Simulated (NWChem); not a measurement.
System: InHF$_{2}$; SMILES [F][InH][F]

```xyz
4

In     0.0000     0.0000    -0.2784
H      0.0000     0.0000    -1.9715
F     -1.5765     0.0000     0.8675
F      1.5765     0.0000     0.8675
```
Atoms are numbered in this order, from 1.

Results from NWChem. Geometry: optimised at PBE0/def2-SVP. def2 effective core potentials on In; no spin-orbit coupling. B3LYP is NWChem's, with the RPA form of VWN correlation. Vertical excitations in the gas phase; the lowest state need not have the same character in each row.

```tsv
level	lowest excitation, singlet (eV)	lowest state with f > 0.02, singlet (eV)	orbital gap (eV)
PBE/def2-SVP, TDA	5.50	5.56	5.21
B3LYP/def2-SVP, TDA	6.26	6.32	7.30
LDA (Slater exchange, VWN5)/def2-SVP, TDA	5.50	5.55	___
PBE0/def2-SVP, TDA	6.58	6.63	7.95
```

Q: Some entries are withheld; supply them.

A: 
- LDA (Slater exchange, VWN5)/def2-SVP, TDA, orbital gap (eV): 5.16
